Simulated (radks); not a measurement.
The numbers below are computed, except where a source is named.
Problem. Ionisation ladder of rhenium, from Re XXIII to Re XLIV. Each ion is in the ground configuration listed by NIST, and IE = E(next ion) - E(this ion). Level of theory: scalar-relativistic Kohn-Sham, BLYP, spin-polarised, spherical densities, finite nucleus; open shells are filled with parallel spins first (spin-orbit coupling, left out, can overturn this in heavy ions); Fermi nuclear charge, rms radius 5.3698 fm (a radial shooting solver on a logarithmic mesh with Libxc functionals).

species         configuration  IE, Delta-SCF (eV)  <r> HOMO (bohr)
Re XXIII        [Kr] 4d10 4f7              646.28            0.467
Re XXIV         [Kr] 4d10 4f6              692.45            0.460
Re XXV          [Kr] 4d10 4f5                   ?            0.452
Re XXVI         [Kr] 4d10 4f4                   ?            0.446
Re XXVII        [Kr] 4d10 4f3              837.42            0.439
Re XXVIII       [Kr] 4d10 4f2                   ?            0.433
Re XXIX         [Kr] 4d10 4f1              939.14            0.426
Re XXX              [Kr] 4d10              1201.6            0.439
Re XXXI              [Kr] 4d9              1251.9            0.435
Re XXXII             [Kr] 4d8              1302.6            0.432
Re XXXIII            [Kr] 4d7              1353.7            0.429
Re XXXIV             [Kr] 4d6              1405.2            0.425
Re XXXV              [Kr] 4d5              1470.9            0.421
Re XXXVI             [Kr] 4d4              1524.5            0.418
Re XXXVII            [Kr] 4d3              1578.5            0.415
Re XXXVIII           [Kr] 4d2              1632.9            0.412
Re XXXIX             [Kr] 4d1                   ?            0.409
Re XL                    [Kr]              1943.5            0.408
Re XLI      [Ar] 3d10 4s2 4p5              1997.6            0.405
Re XLII     [Ar] 3d10 4s2 4p4              2051.3            0.403
Re XLIII    [Ar] 3d10 4s2 4p3              2120.8            0.401
Re XLIV     [Ar] 3d10 4s2 4p2              2176.5            0.399

Estimate the withheld Delta-SCF values.

Solution. Re XXV: 739.72 eV (NIST 760); Re XXVI: 788.05 eV (NIST 810); Re XXVIII: 887.79 eV (NIST 910); Re XXXIX: 1687.5 eV (NIST 1696).
